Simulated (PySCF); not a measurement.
Constitutional and geometric isomers with formula C4H3N. Isolated molecules, 0 K electronic values unless said otherwise. Strings in code marks are SMILES.

The S1–T1 gap (TDA) from two functionals at the same geometries (B3LYP-D3(BJ)/def2-TZVP), both in PySCF: PBE-D3(BJ)/def2-TZVP and M06-2X/def2-TZVP. Excitations are Tamm–Dancoff values on a coarser integration grid. The basis has no diffuse functions, so Rydberg states are missing or too high.

```
species        PBE-D3(BJ)/def2-TZVP (eV)  M06-2X/def2-TZVP (eV)
-------------  -------------------------  ---------------------
`C#CNC#C`                           0.24                   0.14
`C1C(C#N)C=1`                       1.11                   1.35
`C#CCC#N`                           0.95                   0.49
`C(#CN)C#C`                         0.31                   0.12
`N(=C=C)C#C`                        0.32                   0.25
`C=C=C=C=N`                         0.32                   0.23
```

Over these rows, drawn at random from the members with no instability flagged (it was tested for open shells, ions and some series alone), PBE minus M06-2X: mean +0.11 eV, from -0.24 eV to +0.46 eV.
